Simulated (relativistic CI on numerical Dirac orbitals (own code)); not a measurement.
Computed by Dirac equation for one electron, model QED (radiative potential, 1s self-energy scaled to tabulated hydrogen-like ionisation energies) (own radial code, finite nucleus).

Configuration list: 1s, 2s, 2p, 3s, 3p, 3d, 4s, 4p, 4d, 4f, 5s, 5p, 5d, 5f, 5g, 6s, 6p, 6d. Levels of other configurations are missing.

Outline of the computed level scheme of Zr XL. Lowest level of each configuration: 1s 2S_1/2 at 0.0 eV; 2p 2P°_1/2 at 16642.7 eV; 2s 2S_1/2 at 16645.2 eV; 3p 2P°_1/2 at 19764.2 eV; 3s 2S_1/2 at 19765.0 eV; 3d 2D_3/2 at 19800.5 eV; 4p 2P°_1/2 at 20851.7 eV; 4s 2S_1/2 at 20852.0 eV; 4d 2D_3/2 at 20867.0 eV.

Some strong electric-dipole decays among the lowest 14 levels: 2p 2P°_1/2 → 1s 2S_1/2 (1.6e+15 s⁻¹); 2p 2P°_3/2 → 1s 2S_1/2 (1.6e+15 s⁻¹); 3p 2P°_3/2 → 1s 2S_1/2 (4.2e+14 s⁻¹); 3p 2P°_1/2 → 1s 2S_1/2 (4.2e+14 s⁻¹); 4p 2P°_3/2 → 1s 2S_1/2 (1.7e+14 s⁻¹); 4p 2P°_1/2 → 1s 2S_1/2 (1.7e+14 s⁻¹); 3d 2D_5/2 → 2p 2P°_3/2 (1.6e+14 s⁻¹); 3d 2D_3/2 → 2p 2P°_1/2 (1.4e+14 s⁻¹).
